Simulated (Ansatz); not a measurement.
`CC(=O)CC(=O)C(F)(F)F` at its PBE0-D4/def2-TZVP geometry, where that method's forces vanish. Total charge 0; spin multiplicity 1.

| atom | x (Å) | y (Å) | z (Å) |
| --- | --- | --- | --- |
| C1 | 2.185 | -0.782 | -0.554 |
| C2 | 1.004 | -0.527 | 0.335 |
| O3 | 0.676 | -1.266 | 1.223 |
| C4 | 0.232 | 0.760 | 0.048 |
| C5 | -1.085 | 0.779 | 0.769 |
| O6 | -1.277 | 1.298 | 1.826 |
| C7 | -2.257 | 0.091 | 0.025 |
| F8 | -1.862 | -1.043 | -0.562 |
| F9 | -3.269 | -0.173 | 0.825 |
| F10 | -2.681 | 0.918 | -0.945 |
| H11 | 1.827 | -1.036 | -1.557 |
| H12 | 2.773 | -1.609 | -0.162 |
| H13 | 2.803 | 0.114 | -0.652 |
| H14 | 0.832 | 1.599 | 0.410 |
| H15 | 0.099 | 0.877 | -1.031 |

Task: For each bond, give half the difference of the two atoms' forces along it (eV/Å; positive pushes the atoms apart) under PBE-D4, r2SCAN-D4, B3LYP-D4, ωB97M-V in def2-TZVPP. (An estimate is asked.)

Result: Ansatz gave: 
| bond | length (Å) | PBE-D4 | r2SCAN-D4 | B3LYP-D4 | ωB97M-V |
| --- | --- | --- | --- | --- | --- |
| C1–C2 | 1.500 | -0.21 | -0.03 | 0.06 | 0.10 |
| C1–H11 | 1.094 | 0.11 | -0.02 | -0.05 | -0.08 |
| C1–H12 | 1.088 | 0.10 | -0.04 | -0.07 | -0.09 |
| C1–H13 | 1.093 | 0.09 | -0.03 | -0.05 | -0.07 |
| C2–O3 | 1.201 | 0.97 | 0.34 | 0.22 | 0.13 |
| C2–C4 | 1.528 | -0.10 | 0.07 | 0.05 | -0.01 |
| C4–C5 | 1.501 | -0.29 | -0.10 | 0.03 | 0.11 |
| C4–H14 | 1.094 | 0.10 | -0.03 | -0.11 | -0.11 |
| C4–H15 | 1.094 | 0.07 | -0.06 | -0.10 | -0.10 |
| C5–O6 | 1.193 | 1.09 | 0.42 | 0.20 | 0.09 |
| C5–C7 | 1.548 | -0.43 | -0.23 | -0.16 | -0.17 |
| C7–F8 | 1.336 | 0.57 | 0.27 | 0.28 | 0.18 |
| C7–F9 | 1.317 | 0.59 | 0.24 | 0.26 | 0.16 |
| C7–F10 | 1.343 | 0.60 | 0.29 | 0.29 | 0.15 |

B3LYP here is the variant with VWN-RPA as its local correlation; programs differ in this.
